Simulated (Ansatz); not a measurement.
One geometry of C3H5FSn (`C[C]1=[C](F)[SnH2]1`), several functionals.

```yaml
crystal:
  periodic: [false, false, false]
  atoms:
    - {symbol: C, position_ang: [-1.473584, -0.692844, -0.335560]}
    - {symbol: C, position_ang: [-0.111103, -0.182971, -0.060432]}
    - {symbol: C, position_ang: [1.134477, -0.628102, -0.059272]}
    - {symbol: F, position_ang: [1.646328, -1.827970, -0.338308]}
    - {symbol: Sn, position_ang: [1.240033, 1.369204, 0.499923]}
    - {symbol: H, position_ang: [-2.112568, -0.590347, 0.545104]}
    - {symbol: H, position_ang: [-1.945682, -0.126385, -1.142167]}
    - {symbol: H, position_ang: [-1.449586, -1.747583, -0.623173]}
    - {symbol: H, position_ang: [1.441301, 1.810557, 2.131596]}
    - {symbol: H, position_ang: [1.713483, 2.565439, -0.614812]}
basis:
  gaussian: {orbitals: def2-TZVPP}
hamiltonian: {xc: {name: wB97X-V}}
output: {orbitals: {seedname: orbitals}}
```

```sh
$ ansatz run in.yaml --threads 4 --pin off --events-out ev --progress --plain --max-ram 10444MiB
```

Shortened log:

```
Functional definition: wB97X-V
1423 factors; their error is unknown
332 factors; integrals over basis functions are off by at most 8.2e-6 eV
mean field evaluation 1: about -11732.1384 eV, gradient 4.8e1 eV
mean field evaluation 2: about -11732.4580 eV, gradient 4.7e1 eV
mean field evaluation 4: about -11737.7225 eV, gradient 2.3e0 eV
mean field evaluation 8: about -11737.7418 eV, gradient 7.7e-2 eV
mean field evaluation 16: about -11737.7872 eV, gradient 2.4e-4 eV
mean field -11737.78722640 eV, -431.3557244121 hartree, gradient 3.7e-5 eV, S^2 0.000000; 0 other end points of the search recorded, 0 dependent functions left out
reference -11737.78722389 eV, -431.3557243202 hartree; 27, 27 occupied and 217, 217 virtual orbitals, 1423 factors
Total energy: -11737.78722389 eV, -431.3557243202 hartree
```

Run time 8.5 s (4 threads of an Arm Neoverse V1 on a shared host); peak host memory 0.74 GiB.

The same input with `hamiltonian: {xc: pbe0, dispersion: d4}` (abridged; 3.2 s):

```
Functional definition: PBE0
mean field evaluation 16: about -11733.8551 eV, gradient 2.2e-4 eV
mean field -11733.85512608 eV, -431.2112223908 hartree, gradient 5.2e-5 eV, S^2 0.000000
Total energy: -11734.03510877 eV, -431.2178366326 hartree
```

The same input with `hamiltonian: {xc: pbe, dispersion: d4}` and forces (abridged; 2.7 s):

```
Functional definition: PBE
mean field evaluation 16: about -11733.3775 eV, gradient 1.6e-3 eV
mean field -11733.37746017 eV, -431.1936684925 hartree, gradient 2.2e-5 eV, S^2 0.000000
Total energy: -11733.58934632 eV, -431.2014551646 hartree
Atom 0 force     0.065752     0.052836     0.021702 eV/Å
Atom 1 force    -0.530944     0.004440    -0.051809 eV/Å
Atom 2 force     0.202336     0.100253     0.047239 eV/Å
Atom 3 force     0.313926    -0.643517    -0.145613 eV/Å
Atom 4 force     0.161736     0.378376     0.119915 eV/Å
Atom 5 force    -0.152626     0.016131     0.169729 eV/Å
Atom 6 force    -0.119217     0.107641    -0.162725 eV/Å
Atom 7 force    -0.005483    -0.215362    -0.059911 eV/Å
Atom 8 force     0.015645     0.053553     0.199128 eV/Å
Atom 9 force     0.048875     0.145648    -0.137655 eV/Å
Dipole moment:    -0.235731     0.266667     0.049873 e Å
```
